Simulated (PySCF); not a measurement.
**C3H5O2S2Si: g tensor and hyperfine couplings**

Compound: C3H5O2S2Si (doublet state).
Structure used (GFN2-xTB), in Å, numbered top down from 1:
```
atom  x, y, z in Å
O1    -2.7245   -2.1232    0.3315
C2    -2.9292   -0.9512    0.3374
O3    -2.0345   -0.0291    0.0513
Si4   -0.4798   -0.4096   -0.3442
S5     0.2387    1.3092   -1.4637
C6     1.6777    1.4897   -0.5586
C7     2.1886    0.4050    0.2443
S8     0.8132   -0.3917    1.3171
H9    -3.8978   -0.4870    0.5795
H10   -0.4066   -1.5690   -1.2145
H11    2.0559    2.4901   -0.4691
H12    2.5287   -0.4520   -0.3368
H13    2.9653    0.7192    0.9364
```

The hyperfine couplings belong to this conformer and change with its torsions.

Identity: `O=CO[Si@H]1S[CH]CS1` [radical].

Computed with UKS B3LYP, pcH-1 on C H O S Si, non-relativistic, mean-field spin-orbit, GIAO in PySCF 2.14.0. The structure is a single GFN2-xTB conformer in the gas phase; no vibrational or solvent corrections. The geometry wasn't refined by DFT: couplings that depend on bond lengths, twists or pyramidal angles can differ widely from those at the functional's own minimum. No stability test was run, so a lower SCF solution isn't excluded.

| Item | Value |
| --- | --- |
| g1, g2, g3 | 2.00291, 2.00566, 2.00834 |
| g_iso | 2.00563 |
| Form of g | rhombic: the two nearest values differ by 49 % of g3 − g1 |
| ⟨S²⟩ | 0.7549 (exact 0.7500) |
| HOMO–LUMO gap, α and β orbitals | 4.46, 4.66 eV |
| Total energy | -1353.72780 Eh |
| Basis functions | 280 |

Hyperfine couplings atom by atom, in MHz; T1 to T3 are the principal values of the dipolar part; ρ(0) is the spin density at the nucleus:

```
atom  isotope  a_iso  of which spin–orbit     T1     T2     T3  Mulliken spin population  ρ(0) (bohr⁻³)
  O1      17O    0.1                  0.0   -0.3    0.1    0.2                      0.00        -0.0002
  C2      13C    2.8                  0.0   -0.4   -0.4    0.8                      0.00         0.0025
  O3      17O  -10.4                  0.0   -1.2    0.5    0.7                      0.00         0.0173
 Si4     29Si  -45.7                  0.1   -4.5    1.9    2.6                      0.02         0.0515
  S5      33S    8.9                 -0.3  -19.5  -15.5   35.0                      0.14         0.0267
  C6      13C   86.4                  0.2  -68.9  -67.6  136.5                      0.78         0.0766
  C7      13C  -27.3                  0.0   -4.8    0.3    4.5                     -0.07        -0.0243
  S8      33S   10.3                  0.0  -11.5  -11.1   22.6                      0.11         0.0300
  H9       1H    0.4                  0.0   -0.5   -0.5    1.0                      0.00         0.0001
 H10       1H   -0.4                  0.0   -1.5   -1.2    2.6                      0.00        -0.0001
 H11       1H  -39.8                  0.1  -32.1   -1.6   33.7                     -0.03        -0.0089
 H12       1H   94.5                  0.0   -4.9   -2.4    7.4                      0.04         0.0212
 H13       1H    4.0                  0.0   -4.8   -3.3    8.1                      0.00         0.0009
```

The largest Mulliken spin populations are on C6 (+0.78), S5 (+0.14), S8 (+0.11) and C7 (-0.07). The angles at C6 add up to 358.9°, so it is planar; its axial dipolar tensor and the negative coupling of its proton fit spin in a p orbital normal to that plane.

Under fast tumbling the dipolar parts average out, and these isotropic splittings remain: 1 × 1H (H12, I = 1/2, 2 lines) with 3.37 mT, 1 × 1H (H11, I = 1/2, 2 lines) with 1.42 mT and 1 × 1H (H13, I = 1/2, 2 lines) with 0.14 mT.

The 13C coupling of C6 (86.4 MHz) shows only in satellite lines or after enrichment, since that isotope makes up about 1.07 % of natural carbon.

The 29Si coupling of Si4 (-45.7 MHz) shows only in satellite lines or after enrichment, since that isotope makes up about 4.7 % of natural silicon.

Examples of negative spin density at the nucleus (bohr⁻³): C7 (-0.0243) and H11 (-0.0089).

The run took 1.8 min wall (grids of density and orbitals included) on one thread of an Arm Neoverse V1, on a shared host, and the process peaked at 0.98 GiB of memory.
